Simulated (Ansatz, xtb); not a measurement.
BClH6Si3: which of two structures lies lower

Structure a: a singlet given by its coordinates. Structure b: a singlet given by its coordinates. Both are isolated molecules in the gas phase, relaxed with PBE0-D3(BJ)/def2-SVP.

a (Å):

```yaml
atoms:
  - { symbol: B, position_ang: [0.8371, 0.1489, 0.0701] }
  - { symbol: Cl, position_ang: [3.8419, 0.1579, -1.8011] }
  - { symbol: Si, position_ang: [-1.0939, 0.6041, -0.2767] }
  - { symbol: Si, position_ang: [0.2454, 0.9797, -2.0992] }
  - { symbol: Si, position_ang: [2.2320, 1.1623, -0.9947] }
  - { symbol: H, position_ang: [1.0003, 1.0274, 0.9137] }
  - { symbol: H, position_ang: [1.1221, -1.0029, 0.2884] }
  - { symbol: H, position_ang: [-2.1077, -0.4724, -0.4549] }
  - { symbol: H, position_ang: [-1.6562, 1.8003, 0.4048] }
  - { symbol: H, position_ang: [0.3816, -0.3661, -2.7644] }
  - { symbol: H, position_ang: [2.7239, 2.4599, -0.4708] }
```

Close contacts (Å): B1–Si3 2.01, B1–Si5 2.03, Cl2–Si5 2.06, Si3–Si4 2.29, Si4–Si5 2.28, B1–H6 1.23, B1–H7 1.21, Si3–H8 1.49, Si3–H9 1.49, Si4–H10 1.51, Si5–H11 1.48.

b (Å):

```xyz
11

B     0.2829    0.8420   -0.9983
Cl   -3.1290    0.9203   -1.6965
Si    0.4969    0.6157    1.0013
Si   -0.5318   -1.1687    0.0018
Si   -1.3208   -0.0689   -1.8294
H    -0.4190    1.8391   -0.8690
H     1.2843    0.8468   -1.6715
H     1.8356    0.3275    1.5870
H    -0.3289    1.4797    1.8857
H     0.6043   -1.9800   -0.5705
H    -1.2597   -0.7341   -3.1565
```

Close contacts (Å): B1–Si3 2.02, B1–Si5 2.02, Cl2–Si5 2.07, Si3–Si4 2.29, Si4–Si5 2.28, B1–H6 1.23, B1–H7 1.21, Si3–H8 1.49, Si3–H9 1.49, Si4–H10 1.51, Si5–H11 1.49.

Energies in hartree; the thermal terms are from PBE0-D3(BJ)/def2-SVP harmonic frequencies (ideal gas, rigid rotor, one conformer each, 298.15 K, 1 atm) and include the zero-point energy:

|  | a | b |
| --- | --- | --- |
| E, CCSD(T)/def2-SVP | −1354.624716 | −1354.624011 |
| E, MP2/def2-SVP | −1354.537179 | −1354.536465 |
| E, MP2/def2-TZVPP | −1355.176716 | −1355.175937 |
| zero-point energy | 0.058030 | 0.057924 |
| H(298 K) − E | 0.067172 | 0.067051 |
| G(298 K) − E | 0.025170 | 0.025066 |

Task: Correct the CCSD(T) difference for the basis set by the MP2 change, then work out ΔE, ΔE₀, ΔH and ΔG for a → b in kcal/mol (1 Eh = 627.51 kcal/mol) and the equilibrium ratio [b]/[a].

Result: 1. Differences b − a: CCSD(T) +0.000705, MP2 in the small set +0.000714, MP2 in the large set +0.000779 Eh.
2. ΔE = +0.000705 + (+0.000779 − (+0.000714)) = +0.000770 Eh = +0.48 kcal/mol.
3. ΔE₀ = ΔE + ΔZPE = +0.000770 + (−0.000106) Eh = +0.42 kcal/mol.
4. ΔH = ΔE + (−0.000121) Eh = +0.41 kcal/mol.
5. ΔG = ΔE + (−0.000104) Eh = +0.42 kcal/mol, so ΔS = (ΔH − ΔG)/T = −0.1 J/(mol K).
6. kT = 0.9442 mEh, so K = [b]/[a] = exp(−ΔG/kT) = exp(−0.71) ≈ 0.49.

The two are too close for this level to say which is favoured. An error of 1 kcal/mol in ΔG would change K by a factor of 5.4. Mirror images and further conformers aren't counted.

Other levels gave ΔE = +0.4 (PBE0-D3(BJ)/def2-SVP); +0.4 (HF/def2-SVP); +0.4 (MP2/def2-SVP); +0.4 (CCSD(T)/def2-SVP) kcal/mol. The correlated steps freeze 21 core orbitals. Programs: Ansatz 0.2.0.
